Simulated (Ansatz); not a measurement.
Geometry optimisation, UKS PBE-D4/def2-SVP in Ansatz.

input.yaml

```yaml
crystal:
  periodic: [false, false, false]
  atoms:
    - { symbol: Sn, position_ang: [0.00058, 0.0, -0.282068] }
    - { symbol: H, position_ang: [-0.00027, 0.0, 2.6611] }
    - { symbol: H, position_ang: [1.646513, 0.0, -0.853947] }
    - { symbol: H, position_ang: [-0.822462, 1.425486, -0.853689] }
    - { symbol: H, position_ang: [-0.822462, -1.425486, -0.853689] }
    - { symbol: H, position_ang: [-9.9e-05, 0.0, 3.384092] }
magnetization:
  spin_polarized: true
  initial_magnetization: 1
basis:
  gaussian: { orbitals: def2-SVP }
hamiltonian:
  xc: pbe
  dispersion: d4
relax:
  f_tol: 0.03
  max_steps: 50
```

Launched with:

```bash
$ ansatz run input.yaml --threads 1 --pin off --max-ram 2048MiB --backend cpu --events-out ev --progress --plain --runs-dir out
```

**Question.** Where does it end, and by what steps?

**Answer.** The run converged. The force dipped under the threshold on the way, but the program's further checks kept it going. After 3 steps the energy has fallen by 0.062 eV; H6 moved furthest, 0.34 Å.

| step | energy less start (eV) | largest force component (eV/Å) | accepted |
| --- | --- | --- | --- |
| 0 | 0.0000 | 1.974 | yes |
| 1 | -0.0587 | 0.112 | yes |
| 2 | -0.0610 | 0.024 | yes |
| 3 | -0.0616 | 0.007 | yes |

```xyz
6
Properties=species:S:1:pos:R:3
Sn 0.001 0.000 -0.427
H 0.000 0.000 2.953
H 1.639 0.000 -1.017
H -0.819 1.419 -1.016
H -0.819 -1.419 -1.016
H 0.000 0.000 3.724
```

Whether the end is a true minimum wasn't checked by a vibrational analysis.

The run took 5.8 s on 1 thread of Arm Neoverse V2 (shared host), peak memory 0.11 GiB.
